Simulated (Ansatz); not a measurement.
Ansatz (an electronic-structure program) input for Mg(SeH)(GeH3) (GeH4MgSe), SMILES [Mg]([GeH3])[SeH], PBE-D3(BJ)/def2-SVP. 

Ansatz 0.2 input:
```yaml
crystal:
  periodic: [false, false, false]
  atoms:
    - {symbol: Mg, position_ang: [0.75889201, 0.23494244, 0.29235175]}
    - {symbol: Se, position_ang: [0.30794296, 1.06212895, -1.95242403]}
    - {symbol: H, position_ang: [1.44406814, 1.83941147, -2.31522195]}
    - {symbol: Ge, position_ang: [-0.55899089, -1.13026584, 1.83195185]}
    - {symbol: H, position_ang: [-0.95017954, -2.48443799, 1.25282149]}
    - {symbol: H, position_ang: [-0.22989518, -1.55761253, 3.24704439]}
    - {symbol: H, position_ang: [-1.95304939, -0.56054740, 2.06709302]}
basis:
  gaussian:
    orbitals: def2-SVP
hamiltonian:
  xc: pbe
  dispersion: d3bj
relax: {f_tol: 0.002, max_steps: 200}
```

Log of the run:

```
WARN ansatz: RAYON_NUM_THREADS=1 ignored (pool sized by the plan → 1); use --threads N
Functional definition: PBE
integrals: 0.05 GiB planned
1108 factors; their error is unknown
mean field: 0.25 GiB planned
mean field evaluation 1: about -127336.6391 eV, gradient 2.7e1 eV
mean field evaluation 2: about -127332.3050 eV, gradient 4.1e1 eV
mean field evaluation 4: about -127339.2877 eV, gradient 1.8e0 eV
mean field evaluation 8: about -127339.2968 eV, gradient 4.9e-2 eV
mean field evaluation 16: about -127339.1549 eV, gradient 6.5e-5 eV
mean field -127339.15485326 eV, -4679.6276272780 hartree, gradient 6.5e-5 eV, S^2 0.000000; 0 other end points of the search recorded, 0 dependent functions left out
the calculation of the forces begins
reference -127339.15489495 eV, -4679.6276288102 hartree; 41, 41 occupied and 61, 61 virtual orbitals, 1108 factors
relax step   1: F+E_penalty+E_count = -127339.29400718 eV  Δ(F+E_penalty+E_count) = +0.000e0 eV  max|allowed force component| = 1.206e0 eV/Å  Δτ_max = 0.0000 Å  (24 SCF iters, accepted)
these checks for a lower state are left out or cut short: starts, cluster_reference, orbital_swaps, neighbouring_geometries, increment
integrals: 0.05 GiB planned
1108 factors; their error is unknown
mean field: 0.25 GiB planned
mean field -127339.44336037 eV, -4679.6382297188 hartree, gradient 6.8e-6 eV, S^2 0.000000; 0 other end points of the search recorded, 0 dependent functions left out
the calculation of the forces begins
reference -127339.44340291 eV, -4679.6382312822 hartree; 41, 41 occupied and 61, 61 virtual orbitals, 1108 factors
relax step   2: F+E_penalty+E_count = -127339.57799672 eV  Δ(F+E_penalty+E_count) = -2.840e-1 eV  max|allowed force component| = 1.608e-1 eV/Å  Δτ_max = 0.1996 Å  (32 SCF iters, accepted)
these checks for a lower state are left out or cut short: starts, cluster_reference, orbital_swaps, neighbouring_geometries, increment
integrals: 0.05 GiB planned
1108 factors; their error is unknown
mean field: 0.25 GiB planned
mean field -127339.53184660 eV, -4679.6414815278 hartree, gradient 7.6e-6 eV, S^2 0.000000; 0 other end points of the search recorded, 0 dependent functions left out
the calculation of the forces begins
reference -127339.53189009 eV, -4679.6414831259 hartree; 41, 41 occupied and 61, 61 virtual orbitals, 1108 factors
relax step   3: F+E_penalty+E_count = -127339.66529970 eV  Δ(F+E_penalty+E_count) = -8.730e-2 eV  max|allowed force component| = 1.832e-1 eV/Å  Δτ_max = 0.1999 Å  (27 SCF iters, accepted)
these checks for a lower state are left out or cut short: starts, cluster_reference, orbital_swaps, neighbouring_geometries, increment
integrals: 0.05 GiB planned
1108 factors; their error is unknown
mean field: 0.25 GiB planned
mean field evaluation 32: about -127339.6312 eV, gradient 1.2e1 eV
mean field -127339.60099412 eV, -4679.6440226523 hartree, gradient 2.1e-5 eV, S^2 0.000000; 0 other end points of the search recorded, 0 dependent functions left out
the calculation of the forces begins
reference -127339.60103833 eV, -4679.6440242768 hartree; 41, 41 occupied and 61, 61 virtual orbitals, 1108 factors
relax step   4: F+E_penalty+E_count = -127339.73338588 eV  Δ(F+E_penalty+E_count) = -6.809e-2 eV  max|allowed force component| = 1.514e-1 eV/Å  Δτ_max = 0.1998 Å  (26 SCF iters, accepted)
these checks for a lower state are left out or cut short: starts, cluster_reference, orbital_swaps, neighbouring_geometries, increment
integrals: 0.05 GiB planned
1108 factors; their error is unknown
mean field: 0.25 GiB planned
mean field -127339.64066773 eV, -4679.6454806304 hartree, gradient 2.3e-5 eV, S^2 0.000000; 0 other end points of the search recorded, 0 dependent functions left out
the calculation of the forces begins
reference -127339.64071270 eV, -4679.6454822833 hartree; 41, 41 occupied and 61, 61 virtual orbitals, 1108 factors
relax step   5: F+E_penalty+E_count = -127339.77164282 eV  Δ(F+E_penalty+E_count) = -3.826e-2 eV  max|allowed force component| = 4.667e-1 eV/Å  Δτ_max = 0.1965 Å  (31 SCF iters, accepted)
these checks for a lower state are left out or cut short: starts, cluster_reference, orbital_swaps, neighbouring_geometries, increment
integrals: 0.05 GiB planned
1108 factors; their error is unknown
mean field: 0.25 GiB planned
mean field -127339.67163371 eV, -4679.6466186092 hartree, gradient 2.0e-5 eV, S^2 0.000000; 0 other end points of the search recorded, 0 dependent functions left out
the calculation of the forces begins
reference -127339.67167889 eV, -4679.6466202697 hartree; 41, 41 occupied and 61, 61 virtual orbitals, 1108 factors
relax step   6: F+E_penalty+E_count = -127339.80279688 eV  Δ(F+E_penalty+E_count) = -3.115e-2 eV  max|allowed force component| = 4.023e-2 eV/Å  Δτ_max = 0.1999 Å  (26 SCF iters, accepted)
these checks for a lower state are left out or cut short: starts, cluster_reference, orbital_swaps, neighbouring_geometries, increment
integrals: 0.05 GiB planned
1108 factors; their error is unknown
mean field: 0.25 GiB planned
mean field -127339.66954012 eV, -4679.6465416714 hartree, gradient 2.3e-5 eV, S^2 0.000000; 0 other end points of the search recorded, 0 dependent functions left out
the calculation of the forces begins
reference -127339.66958520 eV, -4679.6465433279 hartree; 41, 41 occupied and 61, 61 virtual orbitals, 1108 factors
relax step   7: F+E_penalty+E_count = -127339.80107052 eV  Δ(F+E_penalty+E_count) = +1.726e-3 eV  max|allowed force component| = 8.826e-2 eV/Å  Δτ_max = 0.1294 Å  (25 SCF iters, rejected (line search))
these checks for a lower state are left out or cut short: starts, cluster_reference, orbital_swaps, neighbouring_geometries, increment
integrals: 0.05 GiB planned
1108 factors; their error is unknown
mean field: 0.25 GiB planned
mean field evaluation 64: about -127339.6742 eV, gradient 2.8e-5 eV
mean field -127339.67422780 eV, -4679.6467139404 hartree, gradient 8.3e-5 eV, S^2 0.000000; 0 other end points of the search recorded, 0 dependent functions left out
the calculation of the forces begins
reference -127339.67427291 eV, -4679.6467155980 hartree; 41, 41 occupied and 61, 61 virtual orbitals, 1108 factors
relax step   8: F+E_penalty+E_count = -127339.80554149 eV  Δ(F+E_penalty+E_count) = -2.745e-3 eV  max|allowed force component| = 1.073e-2 eV/Å  Δτ_max = 0.0647 Å  (23 SCF iters, accepted)
these checks for a lower state are left out or cut short: starts, cluster_reference, orbital_swaps, neighbouring_geometries, increment
integrals: 0.05 GiB planned
1108 factors; their error is unknown
mean field: 0.25 GiB planned
mean field -127339.67411770 eV, -4679.6467098941 hartree, gradient 8.3e-5 eV, S^2 0.000000; 0 other end points of the search recorded, 0 dependent functions left out
the calculation of the forces begins
reference -127339.67416269 eV, -4679.6467115478 hartree; 41, 41 occupied and 61, 61 virtual orbitals, 1108 factors
relax step   9: F+E_penalty+E_count = -127339.80558911 eV  Δ(F+E_penalty+E_count) = -4.762e-5 eV  max|allowed force component| = 4.673e-2 eV/Å  Δτ_max = 0.0529 Å  (23 SCF iters, accepted)
these checks for a lower state are left out or cut short: starts, cluster_reference, orbital_swaps, neighbouring_geometries, increment
integrals: 0.05 GiB planned
1108 factors; their error is unknown
mean field: 0.25 GiB planned
mean field -127339.67467063 eV, -4679.6467302142 hartree, gradient 8.9e-5 eV, S^2 0.000000; 0 other end points of the search recorded, 0 dependent functions left out
the calculation of the forces begins
reference -127339.67471566 eV, -4679.6467318689 hartree; 41, 41 occupied and 61, 61 virtual orbitals, 1108 factors
relax step  10: F+E_penalty+E_count = -127339.80604166 eV  Δ(F+E_penalty+E_count) = -4.526e-4 eV  max|allowed force component| = 5.679e-3 eV/Å  Δτ_max = 0.0165 Å  (24 SCF iters, accepted)
these checks for a lower state are left out or cut short: starts, cluster_reference, orbital_swaps, neighbouring_geometries, increment
integrals: 0.05 GiB planned
1108 factors; their error is unknown
mean field: 0.25 GiB planned
mean field -127339.67467078 eV, -4679.6467302198 hartree, gradient 4.6e-5 eV, S^2 0.000000; 0 other end points of the search recorded, 0 dependent functions left out
the calculation of the forces begins
reference -127339.67471582 eV, -4679.6467318746 hartree; 41, 41 occupied and 61, 61 virtual orbitals, 1108 factors
relax step  11: F+E_penalty+E_count = -127339.80604730 eV  Δ(F+E_penalty+E_count) = -5.644e-6 eV  max|allowed force component| = 3.502e-4 eV/Å  Δτ_max = 0.0025 Å  (18 SCF iters, accepted)
integrals: 0.05 GiB planned
1108 factors; their error is unknown
mean field: 0.25 GiB planned
mean field -127339.67467078 eV, -4679.6467302198 hartree, gradient 4.6e-5 eV, S^2 0.000000; 1 other end points of the search recorded, 0 dependent functions left out
the calculation of the forces begins
reference -127339.67471582 eV, -4679.6467318746 hartree; 41, 41 occupied and 61, 61 virtual orbitals, 1108 factors
Total energy: -127339.80609233 eV, -4679.6515598726 hartree
Atom 0 at    -0.069067     0.105178    -0.315073 Å, force     0.000197     0.000350    -0.000169 eV/Å
Atom 1 at     0.561012     1.348611    -2.333316 Å, force    -0.000143    -0.000349     0.000337 eV/Å
Atom 2 at     1.826845     1.730342    -1.648973 Å, force    -0.000076    -0.000009    -0.000106 eV/Å
Atom 3 at    -0.753718    -1.210137     1.800724 Å, force     0.000083     0.000015     0.000157 eV/Å
Atom 4 at    -0.977577    -2.730893     1.538382 Å, force     0.000017     0.000084    -0.000214 eV/Å
Atom 5 at     0.310976    -1.139366     2.938226 Å, force    -0.000097    -0.000091     0.000095 eV/Å
Atom 6 at    -2.079684    -0.700117     2.443647 Å, force     0.000019    -0.000001    -0.000100 eV/Å
Dipole moment:     0.059043    -0.009450     0.092147 e Å
```

The calculation finished and met its thresholds.
